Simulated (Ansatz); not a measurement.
Reaction (ligand exchange at the Al–S bond): `[CH3][AlH][SH]` + `O[SiH2]O` → `[CH3][AlH][O][SiH2]O` + H₂S

Gas-phase electronic energies from Ansatz, PBE0-D4/def2-TZVP geometries. CBS: MP2 limit from def2 TZ/QZ plus the TZ coupled-cluster correction, frozen cores. This one scheme is used for every species. Functionals use def2-TZVPP. B3LYP here is the variant with VWN-RPA as its local correlation; programs differ in this. Each species was taken in one conformer, which may not be the lowest.

(1) Is it downhill or uphill in electronic energy at CCSD(T)/CBS, and by how much? (Best estimate.)

(2) What do these levels give: LDA (SPW92), revPBE-D4, B3LYP-D4, ωB97M-V, PBE0, B3LYP? (An estimate is asked.)

(3) What do rigid-rotor, harmonic-oscillator terms from PBE0-D4/def2-TZVP frequencies (298.15 K, 1 bar) make of the CCSD(T)/CBS value? (An estimate is asked.)

Largest T1 diagnostic among the species: 0.012.

Results:

(1) Ansatz gave: Downhill: ΔE = -0.44 eV.

(2) The calculation gave: LDA (SPW92) -0.32, revPBE-D4 -0.31, B3LYP-D4 -0.48, ωB97M-V -0.43, PBE0 -0.33, B3LYP -0.47 eV.

(3) Computed: ΔZPE = -0.10 eV, ΔH = -0.49 eV, ΔS = 30 J/(mol·K), ΔG = -0.59 eV. Modes under 50 cm⁻¹ make the entropy rough.

At CCSD(T), def2-SVP lies −0.09 eV from the extrapolated value and def2-TZVPP −0.02 eV. From BLYP to BHLYP (50 % exact exchange), in def2-TZVPP and without D4, ΔE moves by −0.06 eV. Leaving LDA and LC-ωPBE aside and taking each functional with its dispersion term where it has one, the values, not all of them listed here, spread over 0.21 eV, from CAM-B3LYP-D4 to PBE-D4.
